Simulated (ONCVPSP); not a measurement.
# carbon (C), ONCV: configuration errors across variants

C (Z = 6), optimised norm-conserving Vanderbilt (ONCV), made with ONCVPSP 4.0.1 (LDA (Perdew-Zunger), scalar-relativistic). Core [He], reference 2s1.5 2p2.5. Waves: 2s: rc 0.80 bohr, ncon 3, nbas 7, qcut 9.3 1/bohr, 2 projectors, debl 3.5 Ha; 2p: rc 2.70 bohr, ncon 4, nbas 8, qcut 4.8 1/bohr, 2 projectors, debl 3.3 Ha; d scattering state at 0.42 Ha: rc 2.20 bohr, ncon 3, nbas 7, qcut 4 1/bohr, 3 projectors, debl 0.4 Ha. Local part: polynomial inside 0.60 bohr (lpopt 5, dvloc0 0 Ha). Core correction: Teter function, fcfact 4, rcfact 1.7.

All-electron excitation energies from the reference (eV): (1) 2s2 2p2 -4.116; (2) 2s2 2p1 6.871; (3) 2s2 2p0 31.131; (4) 2s1 2p0 79.100.

A true bound ghost makes a file unfit for plane-wave use even where its test errors are small: the radial tests pick states by their node count and pass the ghost by.

Errors AE − PS in meV (a dash: test not solved or not reliable):

| change | (1) | (2) | (3) | (4) | bound ghosts | GHOST(+) flags above zero |
| --- | --- | --- | --- | --- | --- | --- |
| base | -4.1 | +193 | +1156 | +2147 | s, p | d |
| all radii but the core radius scaled by about 0.78 (s 0.62, p 2.12, d 1.72 bohr); local potential polynomial inside 0.48 bohr (lpopt 5, dvloc0 0 Ha) | 0.0 | +105 | +653 | +1178 | s, p, d | none |
| all radii but the core radius scaled by about 0.90 (s 0.72, p 2.44, d 1.98 bohr); local potential polynomial inside 0.54 bohr (lpopt 5, dvloc0 0 Ha) | -2.1 | +150 | +912 | +1679 | s, p, d | none |
| all radii but the core radius scaled by about 1.07 (s 0.86, p 2.88, d 2.34 bohr); local potential polynomial inside 0.64 bohr (lpopt 5, dvloc0 0 Ha) | -6.7 | +226 | +1344 | +2512 | p | s |
| all radii but the core radius scaled by about 1.15 (s 0.92, p 3.10, d 2.54 bohr); local potential polynomial inside 0.70 bohr (lpopt 5, dvloc0 0 Ha) | -9.5 | +267 | +1573 | +2939 | none | p |
| all radii but the core radius scaled by about 1.21 (s 0.96, p 3.26, d 2.66 bohr); local potential polynomial inside 0.72 bohr (lpopt 5, dvloc0 0 Ha) | -14 | +209 | +1763 | +3320 | none | p |

(1) Give the same row for: all radii but the core radius scaled by about 1.32 (s 1.06, p 3.56, d 2.90 bohr); local potential polynomial inside 0.80 bohr (lpopt 5, dvloc0 0 Ha).

## Answers

(1) -18, +272, +2090, +3946; bound ghosts: none; GHOST(+) flags above zero: p.
